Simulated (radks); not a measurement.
Effect of the nuclear size on neutral promethium, [Xe] 4f5 6s2. All-electron calculation, Dirac Kohn-Sham, LDA (Slater exchange, Perdew-Wang correlation), spin-unpolarised, spherical densities, finite nucleus; open shells are shared between the two j in proportion to 2j + 1; Fermi nuclear charge, rms radius 4.962 fm. Program: a radial shooting solver on a logarithmic mesh with Libxc functionals. The rms radius is varied about that value; shifts are against it.

rms radius (fm)  total energy shift (eV)  density at nucleus (e/bohr^3)  1s1/2 shift (meV)  2s1/2 shift (meV)  5s1/2 shift (meV)  5p1/2 shift (meV)  6s1/2 shift (meV)  4f7/2 shift (meV)  6p1/2 (empty) shift (meV)
4.3269                             -3.49                      5.064e+05              -1450               -181              -1.33              0.188             -0.063              0.289                      0.057
4.5303                             -2.41                      5.011e+05               -999               -125             -0.919              0.130             -0.043              0.199                      0.040
4.962                                  0                      4.907e+05              0.000              0.000              0.000              0.000              0.000              0.000                      0.000
5.2895                              1.94                      4.835e+05                805                101              0.740             -0.105              0.035             -0.161                     -0.032
6.1529                              7.52                       4.67e+05               3110                390               2.86             -0.406              0.135             -0.621                     -0.124

Slopes of the eigenvalues against <r^2> in GHz/fm^2, as finite differences over the two radii next to the reference (eigenvalue slopes, not the field-shift constants of lines): 1s1/2 58500, 2s1/2 7340, 5s1/2 53.8, 5p1/2 -7.63, 6s1/2 2.54, 4f7/2 -11.7, 6p1/2 (empty) -2.32.
